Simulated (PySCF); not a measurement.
Manganese: a sound run and one with changed settings

Sound run: Mn⁺ [Ar] 3d5 4s1, Mn²⁺ [Ar] 3d5. Computed with PySCF 2.14 in 6-31G*, with no relativity, point nucleus. In the sound run the correlated levels freeze [Ar]. The sound run starts from symmetry-adapted Hartree-Fock orbitals and uses a fine grid where one is needed.

Changed run: the spin-free X2C one-electron Hamiltonian (Gaussian nucleus). This setting is unsound on purpose.

| species | method | sound run (hartree) | changed run (hartree) | converged |
| --- | --- | --- | --- | --- |
| Mn⁺ | UHF | -1149.50143 | -1155.76399 | yes |
| Mn⁺ | TPSS | -1150.59080 | -1156.85268 | yes |
| Mn⁺ | M06-L | -1150.51418 | -1156.77690 | yes |
| Mn⁺ | MP2 | -1149.54849 | -1155.81109 | yes |
| Mn²⁺ | UHF | -1148.96649 | -1155.22571 | yes |
| Mn²⁺ | TPSS | -1150.02477 | -1156.28314 | yes |
| Mn²⁺ | M06-L | -1149.97732 | -1156.23648 | yes |
| Mn²⁺ | MP2 | -1149.00556 | -1155.26483 | yes |

Ionisation energy of Mn⁺:

```
 method  sound run (eV)  changed run (eV)
    UHF          14.557            14.647
   TPSS          15.403            15.498
  M06-L          14.609            14.706
    MP2          14.774            14.864
SCS-MP2          14.629            14.720
```

Most of the change in total energy is the relativistic energy itself. On top of that the contraction fixes the core shape for the Hamiltonian it was made with, so the changed run is not a good calculation with the other Hamiltonian either.

For comparison, NIST gives 15.640 eV between the lowest levels.
